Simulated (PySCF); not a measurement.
Simulated P 2p region for `PBC[SiH3]`, binding energy against the vacuum level.

Every computed line was given a Gaussian of 0.4 eV full width at half maximum and an area set by the number of equivalent atoms (split 2:1 within a doublet); the highest printed point is 100. The calculation used PySCF, delta-SCF UKS SCAN, pcX-2 on the ionised atom, pcseg-1 elsewhere, spin-free X2C.

```csv
binding energy (eV),intensity
135.6,0
135.7,2
135.8,8
135.9,25
136.0,55
136.1,89
136.2,100
136.3,80
136.4,45
136.5,18
136.6,6
136.7,5
136.8,13
136.9,29
137.0,45
137.1,50
137.2,39
137.3,21
137.4,8
137.5,2
137.6,0
```

Question: How many maxima does the curve show, and how many computed lines lie under it?

Answer: The curve has 2 maxima (at 136.2 and 137.1 eV). Under it lie 2 lines from 1 inequivalent phosphorus site, drawn as a 2p3/2, 2p1/2 pair.

Question: Decompose the envelope and assign each component. Numbering: `[SiH3:1][CH2:2][BH:3][PH2:4]`.

Answer: 
| position (eV) | relative area | line | atoms | environment |
| --- | --- | --- | --- | --- |
| 136.19 | 0.67 | P 2p3/2 | P4 | three-coordinate phosphorus |
| 137.08 | 0.33 | P 2p1/2 | P4 | three-coordinate phosphorus |

Question: What are the centre and the root-mean-square width of the whole band?

Answer: The area-weighted mean of the lines is 136.48 eV. Their own spread about it is 0.42 eV (rms) and each Gaussian has σ = 0.4/2.355 = 0.17 eV; the variances add, which gives 0.45 eV.

No satellites, vibrations or lifetime broadening are included. 2p3/2 and 2p1/2 are the ΔSCF energy of one spin-free 2p hole plus the eigenvalues of a spin–orbit and ligand-field matrix of the shell. 2p1/2 minus 2p3/2 (ligand field included): P 0.89 eV. One conformer (not necessarily the lowest) at the PBE0-D3(BJ)/def2-SVP geometry, without solvent, vibrations or thermal averaging.

The values belong to the conformer `[SiH3:1][CH2:2][BH:3][PH2:4]`: Si1–C2–B3–P4 86°, H–P4–B3–C2 146°, H–P4–B3–C2 44°.
